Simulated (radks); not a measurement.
Results of a calculation; reference values are marked as such.
Tl2+, configuration [Xe] 4f14 5d10 7f1 (not the ground configuration).

Code: a radial shooting solver on a logarithmic mesh with Libxc functionals. Model: Dirac Kohn-Sham, PBE, spin-unpolarised, spherical densities, point nucleus; open shells fill j = l - 1/2 first.

Energy parts (Ry):
part                        energy
total                  -40573.8770
kinetic                 47036.1779
electron-nucleus      -102396.2648
Hartree                 15548.6140
exchange-correlation     -762.4041

Orbitals (lengths in bohr, moments of r in powers of bohr; <r^-3> diverges for s and p1/2):
orbital,occ.,eigenvalue (Ry),<r^2>,<r^-3>,small-component weight
1s1/2,2,-6285.416,0.0003686,-,9.53e-02
2s1/2,2,-1119.736,0.005545,-,2.19e-02
2p1/2,2,-1074.726,0.003911,-,2.20e-02
2p3/2,4,-922.8750,0.005095,22400,1.94e-02
3s1/2,2,-268.7299,0.03596,-,7.36e-03
3p1/2,2,-248.4770,0.03273,-,7.30e-03
3p3/2,4,-214.7173,0.03909,5261,6.55e-03
3d3/2,4,-181.3862,0.02987,921.9,6.44e-03
3d5/2,6,-174.1787,0.03160,756.6,6.24e-03
4s1/2,2,-61.49991,0.1731,-,2.52e-03
4p1/2,2,-52.78079,0.1760,-,2.42e-03
4p3/2,4,-44.57308,0.2077,1284,2.13e-03
4d3/2,4,-30.36840,0.2170,203.4,1.93e-03
4d5/2,6,-28.83743,0.2281,163.1,1.86e-03
5s1/2,2,-11.55961,0.8642,-,6.61e-04
4f5/2,6,-10.50358,0.2594,35.23,1.49e-03
4f7/2,8,-10.16553,0.2667,33.41,1.46e-03
5p1/2,2,-8.63716,0.9999,-,5.74e-04
5p3/2,4,-7.15068,1.208,228.6,4.84e-04
5d3/2,4,-3.15952,2.006,23.14,3.00e-04
5d5/2,6,-2.99017,2.147,18.04,2.81e-04
7f5/2,1,-0.24382,221.7,0.04848,6.92e-06
7f7/2,0,-0.24341,221.9,0.04690,6.90e-06

The highest occupied level is 7f5/2 at -3.317 eV. The density falls to 0.001 e/bohr^3 at r = 3.28 bohr.
